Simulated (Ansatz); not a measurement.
Total energies of Al₇As₇ from Ansatz at PBE0-D4/def2-TZVP, gas phase (1 Eh = 27.2114 eV = 2625.5 kJ/mol). The reference geometry is relaxed at PBE-D4/def2-SVP.

```tsv
atom	x (Å)	y (Å)	z (Å)
Al1	0.537	2.304	1.156
Al2	-1.792	0.436	1.472
Al3	0.423	-0.861	2.238
Al4	-0.650	-2.540	0.235
Al5	1.163	-1.408	-1.610
Al6	1.038	1.934	-1.454
Al7	-1.109	-0.068	-2.082
As8	-0.230	1.337	3.201
As9	2.304	3.269	-0.021
As10	-1.860	-1.898	2.213
As11	-1.023	-2.516	-2.141
As12	1.019	0.415	-3.298
As13	-1.597	1.771	-0.559
As14	1.777	-2.175	0.651
```

```csv
state,geometry,energy (Eh)
charge 0 singlet,reference,-17346.11259
charge 1 doublet,reference,-17345.85250
charge -1 doublet,reference,-17346.21089
charge -1 doublet,relaxed at PBE-D4/def2-SVP,-17346.21285
free Al atom (doublet),–,-242.24894
free As atom (quartet),–,-2235.53903
```

Single mean-field runs in def2-TZVP are fitted with def2-universal-jkfit.

Work out the vertical ionisation energy to the doublet.

E(charge 1 doublet) − E(charge 0 singlet) = -17345.85250 − (-17346.11259) = 0.26009 Eh = 7.08 eV. For comparison, −ε of the highest occupied level is 5.94 eV at this level, 1.14 eV less.

Work out the vertical electron affinity, to the doublet.

E(charge 0 singlet) − E(charge -1 doublet) = -17346.11259 − (-17346.21089) = 0.09830 Eh = 2.67 eV. The basis lacks diffuse functions, which makes affinities too small.

Give the fundamental gap IE − EA, the Mulliken electronegativity (IE + EA)/2 and the hardness (IE − EA)/2.

From the values in Eh: IE − EA = 0.26009 − 0.09830 = 0.16179 Eh = 4.40 eV; (IE + EA)/2 = 4.88 eV; (IE − EA)/2 = 2.20 eV. The HOMO–LUMO gap of the same run is 2.22 eV, 2.18 eV smaller than the fundamental gap.

How much does the charge -1 doublet relax, and what is the adiabatic electron affinity?

Relaxation: -17346.21089 − (-17346.21285) = 0.00196 Eh = 0.05 eV. Adiabatic electron affinity: 0.10026 Eh = 2.73 eV, without zero-point energy. 

What is the binding energy per atom against free atoms?

Atoms: 7 × (-242.24894) + 7 × (-2235.53903) = -17344.51579 Eh. Binding: -17344.51579 − (-17346.11259) = 1.59680 Eh = 43.45 eV, or 3.10 eV for each of 14 atoms (no zero-point energy, no counterpoise term).
